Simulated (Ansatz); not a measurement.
The cluster Ni2O2⁺, relaxed as a doublet with UKS r2SCAN-D4/def2-SVP in Ansatz, starting from the GFN2-xTB geometry. Force threshold 0.02 eV/Å.

The charge 1 doublet is spin-contaminated (final ⟨S²⟩ up to 2.47, 0.75 for a pure state). No other spin state of charge 1 was run. Another isomer (quartet) lies 0.26 eV lower at PBE0-D4/def2-TZVP; other spin states weren't run for this one.

Start:

```
atom    x (Å)    y (Å)    z (Å)
 Ni1  -0.0016   1.6546  -0.1246
 Ni2  -0.0898  -0.4716   0.0546
  O3  -0.9943  -1.4842   0.3233
  O4   1.0857   0.3012  -0.2533
```

```tsv
step	energy (eV)	largest force component (eV/Å)	SCF passes
1	-86150.7867	12.538	158
2	-86153.2930	5.017	81
3	-86154.1952	1.521	84
4	-86154.4425	2.219	163
5	-86154.5542	0.599	186
6	-86154.6073	0.694	178
7	-86154.7124	1.101	226
8	-86154.8716	0.526	221
9	-86154.9268	0.787	835
10	-86154.9794	0.145	208
11	-86154.9819	0.034	213
12	-86154.9827	0.004	208
```

Force components are those of the run's own axes.

End:

```xyz
4

Ni    0.934    2.320   -0.374
Ni   -0.327   -0.822    0.132
O    -0.932   -2.277    0.370
O     0.325    0.779   -0.128
```

By distances, no bond broke or formed, bridged metal pairs apart. The bond that changes most is Ni2–O4, from 1.44 to 1.75 Å (atoms count from 1). A close non-bonded pair moves further: Ni1–Ni2, from 2.14 to 3.42 Å. Metal–metal contacts that move far: Ni1–Ni2 2.14 to 3.42 Å.

No frequencies were taken in this run, so the end may be a saddle point.

Hardware: 4 threads of Arm Neoverse V1 on a shared host. Wall time 7.5 min.
